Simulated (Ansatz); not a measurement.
`C#[C][Ga]([F])[F]` + `N=C=O` → `O=C=[N][Ga]([F])[F]` + `C#C` at 600 K and 1 bar (ligand exchange at a Ga–C bond).

Program: Ansatz. Geometries: PBE0-D4/def2-TZVP. ΔE: electronic, gas phase. CCSD(T)/CBS is the MP2 limit (def2-TZVPP, def2-QZVPP) plus CCSD(T) − MP2 in def2-TZVPP, frozen cores. This one scheme is used for every species. For Ga outer-core shells are correlated without core-valence functions, which leaves a few kJ/mol of doubt a bond. Scalar relativity is left out up to krypton. Each species was taken in one conformer, which may not be the lowest.

```tsv
species	CCSD(T)/CBS energy (Eh)	H − E (kJ/mol)	S (J/(mol·K))
`C#[C][Ga]([F])[F]`	-2200.25765	109.6	401.8
`N=C=O`	-168.51995	83.3	274.5
`O=C=[N][Ga]([F])[F]`	-2291.56165	98.7	434.7
`C#C`	-77.22717	96.2	235.4
```

H − E and S are ideal-gas, rigid-rotor, harmonic terms from PBE0-D4/def2-TZVP, for one conformer and one mirror image of each species. 1 Eh = 2625.50 kJ/mol, R = 8.31446 J/(mol·K).

**Question.** By hand: ΔE, ΔH, ΔS and ΔG.

**Answer.** ΔE = (-2291.56165) + (-77.22717) − (-2200.25765) − (-168.51995) = -0.01122 Eh = -29.5 kJ/mol. Δ(H − E) = 98.7 + 96.2 − 109.6 − 83.3 = 2.0, so ΔH = -27.5 kJ/mol. ΔS = 434.7 + 235.4 − 401.8 − 274.5 = -6.2 J/(mol·K). ΔG = -27.5 − 600 × (-6.2)/1000 = -23.8 kJ/mol.

**Question.** By hand: the equilibrium constant, and the temperature at which ΔG would vanish if ΔH and ΔS stayed fixed.

**Answer.** log₁₀ K = −ΔG/(RT ln 10) = 2.1. ΔG = 0 at ΔH/ΔS = 4435 K, far beyond where these terms or the molecules hold.

The number of gas molecules stays the same, so ΔS is small and ΔH decides. A doubt of 5 kJ/mol in ΔE shifts log₁₀ K by 0.4 here. Other conformers and mirror images would add mixing entropy, several J/(mol·K) or more a flexible species. Modes under 60 cm⁻¹, often nearly free rotors, make the harmonic entropy too high. These are equilibria of isolated gas molecules and say nothing of rates. Largest T1 diagnostic: 0.018 (customary marks: 0.02 for closed shells, 0.045 for open ones).
